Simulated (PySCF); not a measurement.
Cost against size for one kind of job: PySCF 2.14.0, PBE0-D3(BJ)/def2-SVP geometry optimisation, gas phase; work: geometry optimisation from a GFN2-xTB start shaken at random. Hardware: Arm Neoverse N1, one thread, shared host. Other jobs ran on the host; a repeat could differ by tens of per cent or more. Peak memory is the resident size of the whole Python process, interpreter and libraries included.

| species (SMILES) | atoms | electrons | basis functions | SCF cycles | gradient evaluations | wall time | peak memory |
| --- | --- | --- | --- | --- | --- | --- | --- |
| N | 4 | 10 | 29 | 36 | 6 | ? | ? |
| C#C[Si]1(NC)CC1 | 16 | 60 | 147 | 97 | 14 | ? | ? |
| C#C[C@H]1CC[SiH2]N1 | 16 | 60 | 147 | 49 | 7 | ? | ? |
| N#CC[C@@H]1CC[SiH2]1 | 16 | 60 | 147 | 74 | 11 | 2.8 min | 0.60 GiB |
| [BH3-][P+]1(C)C=CCC=C1 | 20 | 68 | 176 | 84 | 12 | 5.1 min | 0.83 GiB |
| BCBN1CCCC1 | 21 | 60 | 177 | 47 | 7 | 2.6 min | 0.81 GiB |

Task: Estimate the withheld figures.

Result: `N`: 2.0 s, 0.24 GiB; `C#C[Si]1(NC)CC1`: 3.6 min, 0.58 GiB; `C#C[C@H]1CC[SiH2]N1`: 1.9 min, 0.60 GiB.

Task: With all rows, how does the wall time grow with the number of basis functions N?

Result: A straight line through log(time) against log(N) has slope 2.6 between N = 29 and 177, and the rows scatter about it by a factor of about 1.4 (standard error of the fit). This is a fit to these rows, whose iteration counts differ, not the method's formal scaling.

Task: Which species took longest, and how many times the shortest run?

Result: `[BH3-][P+]1(C)C=CCC=C1`, at 5.1 min: about 150 times the shortest (2.0 s).
